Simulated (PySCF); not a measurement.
Ions at one geometry of [Yb(CO)]2+

PySCF 2.14.0, RKS PBE0, Yb def2-SVP with ECP28, C def2-SVP, O def2-SVP; non-relativistic Hamiltonian with scalar-relativistic core potentials where named; density fitting; no spin-orbit coupling; singlets restricted, open shells unrestricted. The geometry is relaxed for charge +2, singlet, vacuum:

```xyz
3

Yb    0.0000    0.0000   -0.5467
C     0.0000    0.0000    2.1056
O     0.0000    0.0000    3.2199
```

Energies count from the relaxed state; an electron taken off or put on is at rest in vacuum. Charges and spins are Mulliken's.

```csv
state,energy (eV),spin squared,charge on Yb1 (e),spin on Yb1 (e),dipole about the centre of mass (D)
"charge +2, singlet, vacuum",0.00,0.00,1.82,0.00,1.52
"charge +1, doublet, vacuum",-10.93,0.75,0.88,0.99,1.02
```

What does the state charge +3, doublet, vacuum give?

energy (eV) 23.52, spin squared 0.75, charge on Yb1 (e) 2.48, spin on Yb1 (e) 0.71, dipole about the centre of mass (D) 0.81.

With an electron taken off (doublet) the charges change, summed by element, by Yb +0.66 e, C +0.17 e, O +0.16 e. The vertical ionisation energy is 23.52 eV, against −ε(HOMO) = 19.45 eV of the relaxed state. The level lies 4.1 eV too high, as is usual for semilocal functionals and global hybrids, which keep a self-interaction error.

With an electron put on (doublet) the charges change, summed by element, by Yb -0.94 e, C +0.01 e, O -0.07 e. The vertical electron affinity is 10.93 eV, against −ε(LUMO) = 12.63 eV of the relaxed state.

Open shells may have lower solutions than those found.
